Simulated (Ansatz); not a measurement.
Reaction (silylene formation by 1,1-elimination): `N[SiH](O)N[SiH3]` → `N[SiH3]` + `N[Si]O`

Calculated with Ansatz (gas phase, PBE0-D4/def2-TZVP geometries, no zero-point term in ΔE). CCSD(T)/CBS adds triple-zeta CCSD(T) − MP2 to the extrapolated MP2 energy (def2 sets, frozen cores). This one scheme is used for every species. Functionals use def2-TZVPP. Each species was taken in one conformer, which may not be the lowest.

Problem. Is it downhill or uphill in electronic energy at CCSD(T)/CBS, and by how much? (An estimate is asked.)

Solution. Computed: Uphill: ΔE = +51.9 kcal/mol.

Problem. What do these levels give: LDA (SPW92), revPBE-D4, CAM-B3LYP-D4, MP2/def2-TZVPP, CCSD(T)/def2-TZVPP, SCS-MP2/def2-QZVPP? (An estimate is asked.)

Solution. Ansatz gave: LDA (SPW92) 53.3, revPBE-D4 47.3, CAM-B3LYP-D4 51.6, MP2/def2-TZVPP 54.3, CCSD(T)/def2-TZVPP 51.0, SCS-MP2/def2-QZVPP 53.0 kcal/mol.

Problem. What do rigid-rotor, harmonic-oscillator terms from PBE0-D4/def2-TZVP frequencies (298.15 K, 1 bar) make of the CCSD(T)/CBS value? (Estimate.)

Solution. The calculation gave: ΔZPE = -0.8 kcal/mol, ΔH = +51.5 kcal/mol, ΔS = 163 J/(mol·K), ΔG = +39.9 kcal/mol.

Largest T1 diagnostic among the species: 0.014.

Leaving LDA and LC-ωPBE aside and taking each functional with its dispersion term where it has one, the values, not all of them listed here, spread over 10.8 kcal/mol, from BLYP-D4 to r2SCAN0-D4. LDA lies +8.9 kcal/mol from PBE without D4. The D4 term adds +4.6 kcal/mol with B3LYP and +2.6 kcal/mol with PBE0; it sums over pairs of atoms, weighted by their polarisabilities, and B3LYP, whose exchange is more repulsive, gets the larger term.

B3LYP here is the variant with VWN-RPA as its local correlation; programs differ in this.
